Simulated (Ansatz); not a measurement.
Geometry optimisation, RKS PBE0/def2-SVP (Ansatz).

input.yaml

```yaml
crystal:
  periodic: [false, false, false]
  atoms:
    - { symbol: Ti, position_ang: [0.0, 0.0, 0.0] }
    - { symbol: O, position_ang: [0.0, 0.0, 1.92] }
    - { symbol: H, position_ang: [-0.9095, -0.2814, 2.2571] }
    - { symbol: Cl, position_ang: [2.2349, 0.0, -0.7892] }
    - { symbol: F, position_ang: [-0.8619, 1.4933, -0.6094] }
    - { symbol: Cl, position_ang: [-1.1163, -1.9339, -0.7892] }
basis:
  gaussian: { orbitals: def2-SVP }
hamiltonian:
  xc: pbe0
relax:
  f_tol: 0.02
  max_steps: 40
```

Command:

```bash
$ ansatz run input.yaml --threads 4 --pin off --max-ram 5120MiB --backend cpu --events-out ev --progress --plain --runs-dir out
```

Problem. Where does it end, and by what steps?

Solution. It converged. After 20 steps the energy has fallen by 1.178 eV; H3 moved furthest, 0.55 Å.

```csv
step,energy less start (eV),largest force component (eV/Å),accepted
0,0.0000,3.211,yes
1,-1.0457,1.096,yes
2,-1.1107,0.421,yes
3,-1.1277,0.243,yes
4,-1.1478,0.663,yes
5,-1.1681,0.522,yes
6,-1.1740,0.080,yes
7,-1.1743,0.180,yes
8,-1.1758,0.036,yes
9,-1.1762,0.119,yes
10,-1.1766,0.133,yes
11,-1.1769,0.138,yes
12,-1.1772,0.115,yes
13,-1.1694,0.771,no
14,-1.1777,0.048,yes
15,-1.1712,0.702,no
16,-1.1779,0.075,yes
17,-1.1779,0.100,no
18,-1.1781,0.025,yes
19,-1.1781,0.069,yes
20,-1.1782,0.001,yes
```

```xyz
6
Properties=species:S:1:pos:R:3
Ti -0.054 -0.107 -0.040
O -0.211 -0.270 1.679
H -0.591 0.100 2.483
Cl 2.059 0.010 -0.578
F -0.844 1.347 -0.527
Cl -1.013 -1.802 -1.028
```

Whether the end is a true minimum wasn't checked by a vibrational analysis.

Time of the run: 55 s on 4 threads of Intel(R) Xeon(R) Platinum 8259CL CPU @ 2.50GHz (Skylake/Cascade Lake), with other jobs on the host, peak memory 0.27 GiB.
